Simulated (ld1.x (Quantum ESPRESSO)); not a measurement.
## tin: excitation energies, all-electron against TM

- Element: Sn
- Generator: ld1.x (Quantum ESPRESSO) 7.5
- Type: norm-conserving Troullier–Martins (Kleinman–Bylander form)
- Functional: LDA (PZ)
- Relativity: non-relativistic
- Frozen core: [Kr]
- Valence charge: 14
- Reference configuration: 4d10 5s2 5p1 (charge +1)
- Partial waves: 5s (bound): rc 1.95 bohr; 4d (bound): rc 1.50 bohr; 5p (bound): rc 2.55 bohr
- Local potential: the p channel
- Core correction: a·sin(br)/r model core inside 0.90 bohr

Energies are relative to the spin-unpolarised reference configuration 4d10 5s2 5p1; without spin polarisation the order of configurations can differ from experiment. Spin-polarised rows fill each open shell by Hund’s rule, majority spin first.

```
        valence configuration  charge  ΔE all-electron (eV)  error AE − PS (meV)
                 4d10 5s2 5p2       0                -7.147                 +2.1
                 4d10 5s2 5p0      +2                14.258                 +3.6
                 4d10 5s1 5p0      +3                44.483                 +9.7
                 4d10 5s0 5p4       0                 5.480                 -7.9
                  4d9 5s2 5p2      +1                27.136                 -357
                 4d10 5s1 5p3       0                -0.929                 -1.9
4d10 5s2 5p1 (spin-polarised)      +1                -0.151                 +0.9
4d10 5s2 5p2 (spin-polarised)       0                -7.617                 +5.2
```

(1) What are ΔE and the potential's error for 4d10 5s2 5p2.3?

Levels in the configuration 4d10 5s2 5p2.3:

```json
{"level": "4d", "all-electron (eV)": "-25.305", "pseudo (eV)": "-25.381"}
{"level": "5s", "all-electron (eV)": "-8.162", "pseudo (eV)": "-8.170"}
{"level": "5p", "all-electron (eV)": "-2.214", "pseudo (eV)": "-2.217"}
```

## Answers

(1) ΔE = -8.066 eV all-electron; the error (AE − PS) is +3.2 meV.
